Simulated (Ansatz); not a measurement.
C2H6Cl4O2Si2 (`O[Si](Cl)(Cl)CC[Si](O)(Cl)Cl`), relaxed with RKS PBE0-D4/def2-TZVP in Ansatz from a PBE-D4/def2-SVP geometry. The force threshold is 0.005 eV/Å; the program also tests the step.

Total charge 0; spin multiplicity 1.

Start:

```xyz
16

O     2.087    0.556    0.839
Si    0.739    0.405    1.784
Cl    1.370   -0.342    3.603
Cl   -0.176    2.259    2.086
C    -0.580   -0.741    1.077
C    -1.284   -0.244   -0.201
Si   -0.276   -0.228   -1.772
O     0.942    0.930   -1.638
Cl    0.587   -2.080   -2.127
Cl   -1.456    0.257   -3.403
H     1.867    0.808   -0.092
H    -0.099   -1.730    0.909
H    -1.328   -0.893    1.883
H    -2.167   -0.878   -0.435
H    -1.676    0.789   -0.065
H     1.448    1.132   -2.448
```

```csv
step,energy (eV),largest force (eV/Å),largest move (Å)
1,-72096.8324,0.975,0.000
2,-72096.9387,0.516,0.039
3,-72096.9576,0.207,0.023
4 (rejected),-72096.9556,0.212,0.068
5,-72096.9625,0.044,0.033
6,-72096.9631,0.032,0.033
7,-72096.9633,0.021,0.017
8,-72096.9633,0.015,0.010
9,-72096.9633,0.010,0.009
10,-72096.9634,0.007,0.002
11,-72096.9634,0.002,0.006
```

End:

```xyz
16

O     2.041    0.632    0.897
Si    0.718    0.417    1.803
Cl    1.345   -0.347    3.582
Cl   -0.212    2.216    2.158
C    -0.548   -0.728    1.057
C    -1.251   -0.227   -0.212
Si   -0.278   -0.236   -1.783
O     0.951    0.850   -1.687
Cl    0.494   -2.091   -2.154
Cl   -1.471    0.267   -3.363
H     1.878    0.852   -0.033
H    -0.056   -1.691    0.883
H    -1.295   -0.906    1.838
H    -2.128   -0.849   -0.424
H    -1.633    0.791   -0.076
H     1.444    1.050   -2.486
```

Run time 25 s (4 threads of an AMD EPYC 7R13 on a shared host and a share of an NVIDIA H100 80 GB); peak host memory 1.2 GiB.
